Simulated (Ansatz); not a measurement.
```yaml
crystal:
  periodic: [false, false, false]
  atoms:
    - {symbol: O, position_ang: [-0.890869, 1.147606, 0.204435]}
    - {symbol: Si, position_ang: [0.164799, -0.038686, 0.551814]}
    - {symbol: F, position_ang: [-0.400286, -1.018069, 1.673824]}
    - {symbol: Se, position_ang: [0.540014, -1.421484, -1.204600]}
    - {symbol: H, position_ang: [-1.674022, 0.919780, -0.301088]}
    - {symbol: H, position_ang: [1.365177, 0.632520, 1.074824]}
    - {symbol: H, position_ang: [0.956388, -0.289768, -2.044810]}
basis:
  gaussian: {orbitals: aug-cc-pVDZ, final_grid: {core_spheres: 1, valence_spheres: 1, degree: 5}}
hamiltonian: {xc: {name: wB97M-V}}
output: {forces: true}
```

```sh
$ ansatz run in.yaml --threads 2 --pin off --events-out ev --progress --plain --max-ram 4352MiB
```

Shortened log:

```
Functional definition: wB97M-V
1366 factors; integrals over basis functions are off by at most 1.0e-3 eV
466 factors; integrals over basis functions are off by at most 1.1e-5 eV
mean field evaluation 1: about -78033.2352 eV, gradient 5.3e1 eV
mean field evaluation 2: about -78032.0638 eV, gradient 6.1e1 eV
mean field evaluation 4: about -78038.0181 eV, gradient 1.7e0 eV
mean field evaluation 8: about -78007.5464 eV, gradient 1.8e1 eV
mean field evaluation 16: about -78007.9705 eV, gradient 6.2e-4 eV
mean field -78007.97052150 eV, -2866.7400409635 hartree, gradient 7.6e-5 eV, S^2 0.000000; 0 other end points of the search recorded, 0 dependent functions left out
reference -78007.97062748 eV, -2866.7400448581 hartree; 34, 34 occupied and 102, 102 virtual orbitals, 1366 factors
Total energy: -78007.97062748 eV, -2866.7400448581 hartree
Atom 0 at    -0.890869     1.147606     0.204435 Å, force    -1.421445    -6.752773    -0.995301 eV/Å
Atom 1 at     0.164799    -0.038686     0.551814 Å, force    -2.978931     2.717082     1.216177 eV/Å
Atom 2 at    -0.400286    -1.018069     1.673824 Å, force     0.390520     3.167674    -3.600047 eV/Å
Atom 3 at     0.540014    -1.421484    -1.204600 Å, force    -0.500526    -0.772103     0.286556 eV/Å
Atom 4 at    -1.674022     0.919780    -0.301088 Å, force     4.904161     1.273562     3.228189 eV/Å
Atom 5 at     1.365177     0.632520     1.074824 Å, force    -0.460288     0.002311     0.160716 eV/Å
Atom 6 at     0.956388    -0.289768    -2.044810 Å, force     0.066509     0.364248    -0.296290 eV/Å
Dipole moment:    -0.034275     0.173450    -0.295704 e Å
```

In this input the integration grid is far too coarse. The calculation finished and met its thresholds. The result belongs to that input, not to the molecule as meant.
